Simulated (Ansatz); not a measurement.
A run for Ansatz (an electronic-structure program): R-PBE/def2-TZVPP on FHPbS (SMILES [F][Pb][SH]), a point of a torsion scan. Elements past Kr take the def2 small-core potentials; no spin–orbit coupling.

Ansatz 0.2 input:
```yaml
crystal:
  periodic: [false, false, false]
  atoms:
    - {symbol: F, position_ang: [1.79778824, -0.87486746, -0.22154339]}
    - {symbol: Pb, position_ang: [0.99657666, 1.02330958, -0.64020582]}
    - {symbol: S, position_ang: [-1.43118557, 0.39929446, -0.45866981]}
    - {symbol: H, position_ang: [-1.34441799, -0.86466696, -0.82850787]}
basis:
  gaussian:
    orbitals: def2-TZVPP
hamiltonian:
  xc: {name: PBE}
scf: {lower_state_search: off}
```

It printed:

```
WARN ansatz: RAYON_NUM_THREADS=1 ignored (pool sized by the plan → 1); use --threads N
Functional definition: PBE
these checks for a lower state are left out or cut short: stability, starts, cluster_reference, orbital_swaps, neighbouring_geometries, increment
integrals: 0.05 GiB planned
881 factors; their error is unknown
mean field: 0.37 GiB planned
mean field evaluation 1: about -18808.8192 eV, gradient 5.3e1 eV
mean field evaluation 2: about -18632.4920 eV, gradient 2.6e2 eV
mean field evaluation 4: about -18812.1743 eV, gradient 2.8e1 eV
mean field evaluation 8: about -18814.3564 eV, gradient 3.0e-1 eV
mean field evaluation 16: about -18814.3495 eV, gradient 9.5e-4 eV
mean field -18814.34952752 eV, -691.4145923123 hartree, gradient 6.4e-6 eV, S^2 0.000000; 0 other end points of the search recorded, 0 dependent functions left out
reference -18814.34956605 eV, -691.4145937281 hartree; 24, 24 occupied and 113, 113 virtual orbitals, 881 factors
Total energy: -18814.34956605 eV, -691.4145937281 hartree
Checks for a lower state left out: stability, starts, cluster_reference, orbital_swaps, neighbouring_geometries, increment
```

The calculation finished and met its thresholds.

Cost: roughly 1.1 core-seconds.
